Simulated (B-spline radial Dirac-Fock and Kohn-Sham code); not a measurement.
Photoionisation of zinc ions at Ag Lα (2984.4 eV)

Level of theory: Dirac-Hartree-Slater photoionisation with all multipoles and Dirac-Fock thresholds; a radial finite-basis atomic code. Cross sections in kb; a dash marks an empty subshell or a threshold above the photon energy.

```csv
ion,configuration,total,2s,2p3/2,3s,3d5/2,4s
Zn,[Ar] 3d10 4s2,91.93,23.7,37.3,3.67,0.502,0.236
Zn²⁺,[Ar] 3d10,91.78,23.7,37.4,3.66,0.516,–
Zn⁷⁺,[Ar] 3d5,93.09,23.8,37.4,4.08,0.392,–
Zn¹⁰⁺,[Ar] 3d2,94.33,23.9,37.5,4.50,0.192,–
Zn²³⁺,[He] 2s2 2p3,63.43,27.8,23.4,–,–,–
```

Values without a named source are computed, but for edge energies of neutral atoms, which are taken from tables.
